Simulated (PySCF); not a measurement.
Ionising CoCl

PBE0; PySCF, no relativity, basis sets Co def2-TZVPPD, Cl def2-TZVPPD. Neutral (UKS): triplet (σ ↑, δ ↑), Re = 2.134 Å, ωe = 392 cm⁻¹, HOMO -6.05 eV, LUMO -2.90 eV.

CoCl⁺ (UKS): quartet (π ↑↑, δ ↑), Re = 2.032 Å, ωe = 486 cm⁻¹. The energies at the minima are -1842.62317 hartree for CoCl and -1842.31415 for CoCl⁺.

**Question.** Work out the adiabatic ionisation energy, without and with harmonic zero-point energies (1 hartree = 27.2114 eV, 1 eV = 8065.5 cm⁻¹), and the change of the bond length.

**Answer.** At PBE0: 0.30902 hartree = 8.409 eV between the minima; the zero-point term (486.0 − 392.0)/2 cm⁻¹ = +0.006 eV makes it 8.415 eV. Re changes by -10.2 pm against the neutral. More than one orbital changes its filling between the two states.

CoCl⁻ (UKS): quartet (σ ↑, π ↑, δ ↑), Re = 2.248 Å, ωe = 286 cm⁻¹. The energies at the minima are -1842.62317 hartree for CoCl and -1842.67419 for CoCl⁻.

**Question.** Work out the adiabatic electron affinity, without and with harmonic zero-point energies (1 hartree = 27.2114 eV, 1 eV = 8065.5 cm⁻¹), and the change of the bond length.

**Answer.** At PBE0: 0.05102 hartree = 1.388 eV between the minima; the zero-point term (392.0 − 286.0)/2 cm⁻¹ = +0.007 eV makes it 1.395 eV. Re changes by +11.4 pm against the neutral. More than one orbital changes its filling between the two states.

De is left out where the level can put another filling of the metal’s s and d shells below the measured ground configuration, by anything from nothing to about 1 eV. The highest Kohn–Sham level is positive in this anion. Much of that is self-interaction error, but it also means that the finite basis helps to hold the extra electron. With d or f electrons several states lie close, and the lowest PBE0 determinant need not be the measured ground state.
